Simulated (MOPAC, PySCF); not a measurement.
C5H11F3Si, SMILES `C[C@@H]([SiH3])[C@H](C)C(F)(F)F` (Si–C–C–C torsion 66°), neutral singlet in the gas phase. 

Cartesian coordinates (Å):
SMILES: FC([C@@H](C)[C@@H](C)[SiH3])(F)F
```xyz
20

C      1.3391    -0.8701    -1.2700
C      0.6983    -0.5125     0.0827
Si     1.5898     1.0031     0.8440
C     -0.8439    -0.4423    -0.0401
C     -1.3641     0.6218    -1.0123
C     -1.5235    -0.2880     1.3116
F     -2.8549    -0.4551     1.2142
F     -1.0765    -1.1857     2.2081
F     -1.3208     0.9379     1.8427
H      2.4029    -1.1225    -1.1479
H      1.2828    -0.0406    -1.9929
H      0.8393    -1.7409    -1.7283
H      0.9196    -1.3371     0.7822
H      1.1825     2.2738     0.1776
H      1.3612     1.1137     2.3095
H      3.0508     0.8054     0.6073
H     -1.1850    -1.4302    -0.3988
H     -1.0585     1.6318    -0.7033
H     -0.9772     0.4410    -2.0242
H     -2.4619     0.5966    -1.0621
```
Charge 0, spin multiplicity 1.

All levels are single points at this geometry (B3LYP-D3(BJ)/def2-SVP); Pople sets use spherical d functions. Orbital energies aren't observables, and empty levels follow the basis.

B3LYP/6-31G* in PySCF gives dipole (D) = 2.13.

Q: Estimate the dipole (D) from each of these levels: B3LYP-D3(BJ)/def2-TZVP in PySCF; M06-2X/def2-TZVP in PySCF; PBE-D3(BJ)/def2-TZVP in PySCF; BP86/6-31G* in PySCF; M06-2X/6-31G* in PySCF; PBE/6-31G* in PySCF; SVWN5/6-31G* in PySCF; HF/3-21G in PySCF; HF/STO-3G in PySCF; PM3 in MOPAC; PM6 in MOPAC; PM7 in MOPAC.

A: 
| level | dipole (D) |
|---|---|
| B3LYP-D3(BJ)/def2-TZVP in PySCF | 2.41 |
| M06-2X/def2-TZVP in PySCF | 2.48 |
| PBE-D3(BJ)/def2-TZVP in PySCF | 2.29 |
| BP86/6-31G* in PySCF | 2.04 |
| M06-2X/6-31G* in PySCF | 2.22 |
| PBE/6-31G* in PySCF | 2.02 |
| SVWN5/6-31G* in PySCF | 2.10 |
| HF/3-21G in PySCF | 2.82 |
| HF/STO-3G in PySCF | 1.56 |
| PM3 in MOPAC | 2.24 |
| PM6 in MOPAC | 2.69 |
| PM7 in MOPAC | 2.86 |
